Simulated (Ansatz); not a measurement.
A single point on `BNC=C=C`.

```yaml
crystal:
  periodic: [false, false, false]
  atoms:
    - {symbol: B, position_ang: [-0.579283, 1.543493, 1.696697]}
    - {symbol: N, position_ang: [-0.030573, 0.492053, 0.966698]}
    - {symbol: C, position_ang: [-0.288980, 0.199931, -0.376702]}
    - {symbol: C, position_ang: [0.236262, -0.791822, -1.044863]}
    - {symbol: C, position_ang: [0.751326, -1.774522, -1.721634]}
    - {symbol: H, position_ang: [-0.262771, 1.667495, 2.841705]}
    - {symbol: H, position_ang: [-1.345575, 2.281581, 1.150249]}
    - {symbol: H, position_ang: [0.618763, -0.144600, 1.404573]}
    - {symbol: H, position_ang: [-0.986347, 0.878172, -0.858554]}
    - {symbol: H, position_ang: [1.681299, -1.659908, -2.272787]}
    - {symbol: H, position_ang: [0.271179, -2.748871, -1.764684]}
basis:
  gaussian: {orbitals: def2-TZVPP}
hamiltonian: {xc: pbe}
correlation: {method: rpa}
```

```sh
$ ansatz run in.yaml --threads 2 --pin off --events-out ev --progress --plain --max-ram 4352MiB
```

It prints (some lines left out):

```
Functional definition: PBE
1423 factors; integrals over basis functions are off by at most 6.9e-4 eV
mean field evaluation 1: about -5356.0362 eV, gradient 7.4e1 eV
mean field evaluation 2: about -5356.0290 eV, gradient 7.4e1 eV
mean field evaluation 4: about -5366.5585 eV, gradient 3.0e1 eV
mean field evaluation 8: about -5368.7942 eV, gradient 5.3e-1 eV
mean field evaluation 16: about -5368.7943 eV, gradient 5.5e-5 eV
mean field -5368.79428766 eV, -197.2995509719 hartree, gradient 2.5e-6 eV, S^2 0.000000; 0 other end points of the search recorded, 0 dependent functions left out
5 core orbitals not correlated: weight in the atoms' cores, before any rotation towards them, 1.000 or more for the frozen orbitals, at most 0.000 for the correlated occupied ones
reference -5339.43466820 eV, -196.2206048577 hartree; 13, 13 occupied and 221, 221 virtual orbitals, 1423 factors
Total energy: -5374.60438642 eV, -197.5130681633 hartree
```

Hardware: 2 threads of an Arm Neoverse V2 on a shared host. Wall time 8 s, peak host memory 0.52 GiB.
